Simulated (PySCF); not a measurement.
**`CC[Si](F)(CC)CC`, C6H15FSi**

Geometry:
| atom | x (Å) | y (Å) | z (Å) |
| --- | --- | --- | --- |
| Si1 | -0.104 | -0.203 | -0.082 |
| C2 | 0.093 | -0.482 | 1.791 |
| C3 | -1.233 | -0.473 | 2.550 |
| H4 | 0.752 | 0.271 | 2.222 |
| H5 | 0.579 | -1.446 | 1.952 |
| H6 | -1.075 | -0.698 | 3.603 |
| H7 | -1.710 | 0.501 | 2.478 |
| H8 | -1.911 | -1.217 | 2.139 |
| C9 | 1.565 | -0.098 | -0.993 |
| C10 | 2.502 | -1.261 | -0.673 |
| H11 | 2.070 | 0.840 | -0.758 |
| H12 | 1.380 | -0.087 | -2.068 |
| H13 | 3.421 | -1.186 | -1.252 |
| H14 | 2.764 | -1.265 | 0.382 |
| H15 | 2.025 | -2.208 | -0.910 |
| C16 | -1.271 | 1.243 | -0.499 |
| C17 | -1.427 | 1.485 | -1.999 |
| H18 | -0.925 | 2.162 | -0.026 |
| H19 | -2.255 | 1.031 | -0.077 |
| H20 | -2.149 | 2.277 | -2.189 |
| H21 | -0.478 | 1.776 | -2.442 |
| H22 | -1.773 | 0.581 | -2.494 |
| F23 | -0.841 | -1.544 | -0.657 |

The calculation used GIAO PBE/def2-SVP magnetisability, rotational g tensor and spin-rotation constants, non-relativistic, gas phase in PySCF. Geometry: GFN2-xTB.

Q: What are the magnetisability and the molar susceptibility?

A: Isotropic -1631 × 10⁻³⁰ J/T², or -98.2 × 10⁻⁶ cm³/mol; principal values -1642, -1639, -1612 × 10⁻³⁰ J/T², anisotropy 29 × 10⁻³⁰ J/T² (root of half the summed squared differences of the principal values). The susceptibility is in cgs units.

Q: Split it along the inertial axes a, b, c into diamagnetic and paramagnetic parts about the centre of mass, with the quadrupole moment.

A: 
```tsv
axis	χ (10⁻⁶ cm³/mol)	diamagnetic (10⁻⁶ cm³/mol)	paramagnetic (10⁻⁶ cm³/mol)	summed x² of all electrons (Å²)	quadrupole Θ (D Å)
a	-98.9	-986.2	887.3	180.7	+1.48
b	-98.7	-995.4	896.7	178.5	+1.53
c	-97.1	-1523.8	1426.7	53.9	-3.01
```
Anisotropies 2χaa − χbb − χcc = -2.0 and 2χbb − χaa − χcc = -1.4 × 10⁻⁶ cm³/mol. Θ is traceless in Buckingham's convention.

Q: And the rotational g tensor?

A: 
| axis | rotational constant (GHz) | g | nuclear part | electronic part |
| --- | --- | --- | --- | --- |
| a | 1.4699 | -0.0041 | 0.6086 | -0.6127 |
| b | 1.4548 | -0.0042 | 0.6086 | -0.6128 |
| c | 0.9272 | -0.0022 | 0.6192 | -0.6215 |

Asymmetric top; isotopes 12C, 19F, 1H, 28Si; no vibrational averaging.
